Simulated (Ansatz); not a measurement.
`O=C=N[SiH2]O` + `[SiH3][SnH3]` → `O[SiH2][SiH2][SnH3]` + `N=C=O`  (formal exchange of groups at the Si–N bond)

Calculated with Ansatz (gas phase, PBE0-D4/def2-TZVP geometries, no zero-point term in ΔE). CBS: MP2 limit from def2 TZ/QZ plus the TZ coupled-cluster correction, frozen cores. This one scheme is used for every species. Functionals use def2-TZVPP. B3LYP here is the variant with VWN-RPA as its local correlation; programs differ in this. HSE06 is defined as in plane-wave codes. def2 core potentials past Kr. For Sn outer-core shells are correlated without core-valence functions, which leaves a few kJ/mol of doubt a bond. Each species was taken in one conformer, which may not be the lowest.

```json
{"level": "LDA (SPW92)", "ΔE (kJ/mol)": "85.4", "difference from CCSD(T)/CBS": "-17.6"}
{"level": "revPBE-D4", "ΔE (kJ/mol)": "80.7", "difference from CCSD(T)/CBS": "-22.3"}
{"level": "BLYP-D4", "ΔE (kJ/mol)": "95.8", "difference from CCSD(T)/CBS": "-7.2"}
{"level": "r2SCAN-D4", "ΔE (kJ/mol)": "98.0", "difference from CCSD(T)/CBS": "-5.0"}
{"level": "PBE0-D4", "ΔE (kJ/mol)": "90.3", "difference from CCSD(T)/CBS": "-12.7"}
{"level": "B3LYP-D4", "ΔE (kJ/mol)": "103.2", "difference from CCSD(T)/CBS": "0.2"}
{"level": "r2SCANh-D4", "ΔE (kJ/mol)": "100.3", "difference from CCSD(T)/CBS": "-2.7"}
{"level": "r2SCAN0-D4", "ΔE (kJ/mol)": "103.7", "difference from CCSD(T)/CBS": "0.7"}
{"level": "HSE06-D4", "ΔE (kJ/mol)": "90.2", "difference from CCSD(T)/CBS": "-12.8"}
{"level": "BHLYP-D4", "ΔE (kJ/mol)": "114.1", "difference from CCSD(T)/CBS": "11.1"}
{"level": "CAM-B3LYP-D4", "ΔE (kJ/mol)": "111.9", "difference from CCSD(T)/CBS": "8.9"}
{"level": "ωB97X-V", "ΔE (kJ/mol)": "104.0", "difference from CCSD(T)/CBS": "1.0"}
{"level": "ωB97M-V", "ΔE (kJ/mol)": "107.8", "difference from CCSD(T)/CBS": "4.8"}
{"level": "B2PLYP", "ΔE (kJ/mol)": "112.2", "difference from CCSD(T)/CBS": "9.2"}
{"level": "revPBE", "ΔE (kJ/mol)": "85.1", "difference from CCSD(T)/CBS": "-17.9"}
{"level": "BLYP", "ΔE (kJ/mol)": "103.6", "difference from CCSD(T)/CBS": "0.6"}
{"level": "r2SCAN", "ΔE (kJ/mol)": "99.1", "difference from CCSD(T)/CBS": "-3.9"}
{"level": "PBE0", "ΔE (kJ/mol)": "94.4", "difference from CCSD(T)/CBS": "-8.6"}
{"level": "B3LYP", "ΔE (kJ/mol)": "110.4", "difference from CCSD(T)/CBS": "7.4"}
{"level": "r2SCANh", "ΔE (kJ/mol)": "101.6", "difference from CCSD(T)/CBS": "-1.4"}
{"level": "r2SCAN0", "ΔE (kJ/mol)": "105.2", "difference from CCSD(T)/CBS": "2.2"}
{"level": "HSE06", "ΔE (kJ/mol)": "94.3", "difference from CCSD(T)/CBS": "-8.7"}
{"level": "BHLYP", "ΔE (kJ/mol)": "122.5", "difference from CCSD(T)/CBS": "19.5"}
{"level": "CAM-B3LYP", "ΔE (kJ/mol)": "116.5", "difference from CCSD(T)/CBS": "13.5"}
{"level": "LC-ωPBE", "ΔE (kJ/mol)": "103.1", "difference from CCSD(T)/CBS": "0.1"}
{"level": "RPA@PBE/def2-TZVPP", "ΔE (kJ/mol)": "103.8", "difference from CCSD(T)/CBS": "0.8"}
{"level": "HF/def2-SVP", "ΔE (kJ/mol)": "139.3", "difference from CCSD(T)/CBS": "36.3"}
{"level": "MP2/def2-SVP", "ΔE (kJ/mol)": "115.6", "difference from CCSD(T)/CBS": "12.6"}
{"level": "CCSD/def2-SVP", "ΔE (kJ/mol)": "112.4", "difference from CCSD(T)/CBS": "9.4"}
{"level": "CCSD(T)/def2-SVP", "ΔE (kJ/mol)": "108.2", "difference from CCSD(T)/CBS": "5.2"}
{"level": "HF/def2-TZVPP", "ΔE (kJ/mol)": "138.9", "difference from CCSD(T)/CBS": "35.9"}
{"level": "MP2/def2-TZVPP", "ΔE (kJ/mol)": "113.2", "difference from CCSD(T)/CBS": "10.2"}
{"level": "SCS-MP2/def2-TZVPP", "ΔE (kJ/mol)": "117.4", "difference from CCSD(T)/CBS": "14.4"}
{"level": "CCSD/def2-TZVPP", "ΔE (kJ/mol)": "110.8", "difference from CCSD(T)/CBS": "7.8"}
{"level": "CCSD(T)/def2-TZVPP", "ΔE (kJ/mol)": "105.6", "difference from CCSD(T)/CBS": "2.6"}
{"level": "MP2/def2-QZVPP", "ΔE (kJ/mol)": "112.0", "difference from CCSD(T)/CBS": "9.0"}
{"level": "SCS-MP2/def2-QZVPP", "ΔE (kJ/mol)": "116.3", "difference from CCSD(T)/CBS": "13.3"}
{"level": "HF/CBS(def2)", "ΔE (kJ/mol)": "140.1", "difference from CCSD(T)/CBS": "37.1"}
{"level": "MP2/CBS(def2)", "ΔE (kJ/mol)": "110.6", "difference from CCSD(T)/CBS": "7.6"}
{"level": "CCSD/CBS(def2)", "ΔE (kJ/mol)": "108.2", "difference from CCSD(T)/CBS": "5.2"}
{"level": "CCSD(T)/CBS", "ΔE (kJ/mol)": "103.0", "difference from CCSD(T)/CBS": "0"}
```

Largest T1 diagnostic among the species: 0.018.

From BLYP to BHLYP (50 % exact exchange), in def2-TZVPP and without D4, ΔE moves by +18.9 kJ/mol. At CCSD(T), def2-SVP lies +5.2 kJ/mol from the extrapolated value and def2-TZVPP +2.6 kJ/mol. Leaving LDA and LC-ωPBE aside and taking each functional with its dispersion term where it has one, the values, not all of them listed here, spread over 34.1 kJ/mol, from PBE-D4 to BHLYP-D4.
